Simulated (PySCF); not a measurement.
Spin-rotation constants: SMILES s1c(CO)cc2[nH]ccc21, C₇H₇NOS

Molfile (atoms numbered from 1):
```
C7H7NOS
     RDKit          3D

 17 18  0  0  0  0  0  0  0  0999 V2000
    3.5098    0.2219    0.7731 O   0  0  0  0  0  0  0  0  0  0  0  0
    2.7441   -0.6431   -0.0407 C   0  0  0  0  0  0  0  0  0  0  0  0
    1.2713   -0.4665    0.1467 C   0  0  0  0  0  0  0  0  0  0  0  0
    0.4770    0.4603   -0.4624 C   0  0  0  0  0  0  0  0  0  0  0  0
   -0.8532    0.3729   -0.0040 C   0  0  0  0  0  0  0  0  0  0  0  0
   -2.0501    0.9815   -0.2269 N   0  0  0  0  0  0  0  0  0  0  0  0
   -2.9896    0.3919    0.5728 C   0  0  0  0  0  0  0  0  0  0  0  0
   -2.4158   -0.6028    1.3214 C   0  0  0  0  0  0  0  0  0  0  0  0
   -1.0567   -0.6196    0.9576 C   0  0  0  0  0  0  0  0  0  0  0  0
    0.4127   -1.4573    1.3061 S   0  0  0  0  0  0  0  0  0  0  0  0
    3.2096    1.1268    0.6323 H   0  0  0  0  0  0  0  0  0  0  0  0
    3.0456   -1.6526    0.2467 H   0  0  0  0  0  0  0  0  0  0  0  0
    2.9964   -0.4844   -1.1013 H   0  0  0  0  0  0  0  0  0  0  0  0
    0.8294    1.1545   -1.2054 H   0  0  0  0  0  0  0  0  0  0  0  0
   -2.2204    1.7386   -0.8664 H   0  0  0  0  0  0  0  0  0  0  0  0
   -4.0100    0.7211    0.5544 H   0  0  0  0  0  0  0  0  0  0  0  0
   -2.9070   -1.2312    2.0356 H   0  0  0  0  0  0  0  0  0  0  0  0
  1  2  1  0
  2  3  1  0
  3  4  2  0
  4  5  1  0
  5  6  1  0
  6  7  1  0
  7  8  2  0
  8  9  1  0
  9 10  1  0
 10  3  1  0
  9  5  2  0
  1 11  1  0
  2 12  1  0
  2 13  1  0
  4 14  1  0
  6 15  1  0
  7 16  1  0
  8 17  1  0
M  END
```

Computed, not measured: PySCF 2.14.0, GIAO PBE0/pcSseg-1 magnetisability, rotational g tensor and spin-rotation constants, non-relativistic, gas phase. Geometry: GFN2-xTB.

Q: Give the nuclear spin-rotation constants along the inertial axes (H = +C I·J) beside the isotropic shieldings.

A: Rotational constants 3.0228, 0.7682, 0.6433 GHz. A star marks the isotopologue with that one atom substituted, in its own axes.
```
atom  isotope  Caa (kHz)  Cbb (kHz)  Ccc (kHz)  mean (kHz)  σ (ppm)
  N6      14N      0.292      0.096      0.034       0.141    117.5
 H11       1H     -0.342     -0.034     -0.062      -0.146     31.6
 H12       1H     -0.206      0.014     -0.058      -0.083     27.1
 H13       1H     -0.239     -0.005     -0.025      -0.090     26.4
 H14       1H     -0.233      0.059     -0.068      -0.081     24.8
 H15       1H     -0.288      0.059     -0.067      -0.099     24.0
 H16       1H      0.276     -0.075     -0.065       0.046     24.8
 H17       1H     -0.196      0.048     -0.066      -0.071     25.0
  O1     17O*     -0.213     -0.094     -0.088      -0.132    261.5
  C2     13C*      0.681      0.180      0.114       0.325    121.2
  C3     13C*      1.344      0.308      0.130       0.594     32.9
  C4     13C*      1.089      0.273      0.091       0.484     74.4
  C5     13C*      1.285      0.276      0.130       0.564     46.1
  C7     13C*      1.257      0.240      0.113       0.537     62.9
  C8     13C*      1.035      0.279      0.080       0.465     79.8
  C9     13C*      1.259      0.281      0.115       0.552     52.1
 S10     33S*      0.957      0.286      0.181       0.475    355.4
```
For the geometry as given, no vibrational averaging.
